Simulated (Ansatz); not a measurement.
Start from `[CH3][SbH][NH2]` and change one atom or group to get `[NH2][SbH][NH2]`.

Ansatz, PBE0-D4/def2-TZVP geometries, multiplicity 1. Each molecule was computed in one conformer, which needn't be the lowest.

Elements past krypton have def2 core potentials.

```csv
property,`[CH3][SbH][NH2]`
LUMO energy (ωB97M-V/def2-TZVPP) / eV,1.22
"ideal-gas entropy at 298 K and 1 bar (rigid rotor, harmonic PBE0-D4/def2-TZVP) / J/(mol·K)",321
HOMO energy (B3LYP/def2-TZVPP) / eV,-6.71
HOMO energy (PBE0/def2-TZVPP) / eV,-6.88
HOMO–LUMO gap (B3LYP/def2-TZVPP) / eV,6.09
HOMO energy (ωB97M-V/def2-TZVPP) / eV,-9.02
```

(1) Give the same properties after the change, and the shifts. (An estimate is asked.)

## Answers

(1) Computed: 
```tsv
property	`[NH2][SbH][NH2]`	shift
LUMO energy (ωB97M-V/def2-TZVPP) / eV	1.18	-0.04
ideal-gas entropy at 298 K and 1 bar (rigid rotor, harmonic PBE0-D4/def2-TZVP) / J/(mol·K)	318	-3
HOMO energy (B3LYP/def2-TZVPP) / eV	-6.49	0.22
HOMO energy (PBE0/def2-TZVPP) / eV	-6.68	0.20
HOMO–LUMO gap (B3LYP/def2-TZVPP) / eV	5.83	-0.26
HOMO energy (ωB97M-V/def2-TZVPP) / eV	-8.86	0.16
```

With PBE0 the HOMO rises by 0.20 eV and the LUMO falls by 0.05 eV, so the gap narrows by about 0.25 eV. PBE moves the HOMO by 0.24 eV and ωB97M-V by 0.16 eV. The zero-point energy changes by -28.6 kJ/mol with -3 modes.

B3LYP here is the variant with VWN-RPA as its local correlation; programs differ in this.

Spin–orbit coupling is left out; it splits and shifts lone-pair levels of the heavy atoms by tenths of an eV.
